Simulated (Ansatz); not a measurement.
Calculated with Ansatz (gas phase, PBE0-D4/def2-TZVP geometries, no zero-point term in ΔE). CBS: MP2 limit from def2 TZ/QZ plus the TZ coupled-cluster correction, frozen cores. This one scheme is used for every species. DFT in def2-TZVPP. B3LYP here is the variant with VWN-RPA as its local correlation; programs differ in this. Elements past krypton have def2 core potentials. For Sn outer-core shells are correlated without core-valence functions, which leaves a few kJ/mol of doubt a bond. One conformer a species, not always the lowest.

Reaction (ligand exchange at the Sn–F bond): `[CH3][SnH]([OH])[F]` + H₂S → `[CH3][SnH]([OH])[SH]` + H–F

Is it downhill or uphill in electronic energy at CCSD(T)/CBS, and by how much? (An estimate is asked.)

Ansatz gave: Downhill: ΔE = -0.04 eV.

What do these levels give: revPBE-D4, PBE0-D4, CAM-B3LYP-D4, B2PLYP, B3LYP, MP2/def2-SVP? (Estimate.)

Ansatz gave: revPBE-D4 -0.03, PBE0-D4 -0.08, CAM-B3LYP-D4 0.11, B2PLYP 0.06, B3LYP 0.12, MP2/def2-SVP 0.07 eV.

Largest T1 diagnostic among the species: 0.013.

From r2SCAN to r2SCAN0 (25 % exact exchange), in def2-TZVPP and without D4, ΔE moves by −0.06 eV. In def2-TZVPP, CCSD(T) changes the Hartree–Fock value by −0.17 eV (the triples alone add −0.03 eV) and MP2 by −0.24 eV. At CCSD(T), def2-SVP lies +0.14 eV from the extrapolated value and def2-TZVPP +0.01 eV.
